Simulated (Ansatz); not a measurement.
Species: NaO, net charge 0, doublet state. SMILES: [O][Na]
Geometry: optimised at B3LYP-D3(BJ)/def2-TZVP (Ansatz, a program for electronic structure).

Wanted: atomisation energy, in kcal/mol. Set-up: UHF or UKS for open shells; 6-311+G** with 5d, 6d on Na to Ar in Ansatz; LANL2DZ with its own core potentials from Na on; spin-orbit terms left out; six Cartesian d functions in 6-31G* and its kin unless marked 5d; frozen cores in correlated levels; atomisation electronic, to ground-state atoms; non-relativistic. Basis-set limits of correlation are two-point, X^-3; Hartree-Fock from the larger set. First-principles rows: single points at B3LYP-D3(BJ) geometries (Ansatz).

Coupled cluster (Ansatz) is a level with limits of its own, used here on species with T1 under 0.025 (0.045 for open shells) and stable references: CCSD(T)/CBS(def2-TZVPPD,def2-QZVPPD).

Value to compare with, CCSD(T)/CBS(def2-TZVPPD,def2-QZVPPD) (Ansatz): 63.8 kcal/mol.

```csv
level,program,atomisation energy (kcal/mol),difference
B3LYP/STO-3G,Ansatz,112.6,48.8
B3LYP/3-21G,Ansatz,51.4,-12.4
B3LYP/LANL2DZ,Ansatz,57.8,-6.0
B3LYP/6-31G,Ansatz,53.6,-10.2
B3LYP/6-31G*,Ansatz,57.6,-6.2
B3LYP/6-31+G*,Ansatz,62.7,-1.1
B3LYP/def2-SVP,Ansatz,59.0,-4.8
B3LYP/cc-pVDZ,Ansatz,59.2,-4.6
B3LYP/6-311+G**,Ansatz,62.3,-1.5
B3LYP/def2-TZVPD,Ansatz,63.8,0.0
```

Among the 9 habitual levels, B3LYP/STO-3G lies farthest from CCSD(T)/CBS(def2-TZVPPD,def2-QZVPPD) (Ansatz) (48.8 kcal/mol); 1 of 9 lie above it, and their mean absolute difference is 10.6 kcal/mol, the median 6.0. One case shows no general order.

The sets are all those run for this method; left out are runs that failed, that the program found above a lower state of the same kind, or whose <S^2> lies over 0.5 above the pure value.
